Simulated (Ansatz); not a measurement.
Reaction (formal loss of a carbene): `CO[SiH](O)O` → `[CH2]` (triplet) + `O[SiH](O)O`

Isolated molecules relaxed with PBE0-D4/def2-TZVP in Ansatz; ΔE leaves out vibrations. CCSD(T)/CBS adds triple-zeta CCSD(T) − MP2 to the extrapolated MP2 energy (def2 sets, frozen cores). This one scheme is used for every species. Triplets are unrestricted, without spin–orbit coupling. Each species was taken in one conformer, which may not be the lowest.

```tsv
species	CCSD(T)/CBS(def2) energy (Eh)
`CO[SiH](O)O`	-556.41063
`[CH2]` (triplet)	-39.09499
`O[SiH](O)O`	-517.17167
```

**Question.** Work out ΔE.

**Answer.** ΔE = (-39.09499) + (-517.17167) − (-556.41063) = 0.14397 Eh = +90.3 kcal/mol.

Largest T1 diagnostic among the species: 0.011.

From PBE to PBE0 (25 % exact exchange), in def2-TZVPP and without D4, ΔE moves by −2.2 kcal/mol. In def2-TZVPP, CCSD(T) changes the Hartree–Fock value by +30.0 kcal/mol (the triples alone add +2.5 kcal/mol) and MP2 by +31.8 kcal/mol. The D4 term adds +2.2 kcal/mol with B3LYP and +1.2 kcal/mol with PBE0; it sums over pairs of atoms, weighted by their polarisabilities, and B3LYP, whose exchange is more repulsive, gets the larger term.

B3LYP here is the variant with VWN-RPA as its local correlation; programs differ in this.
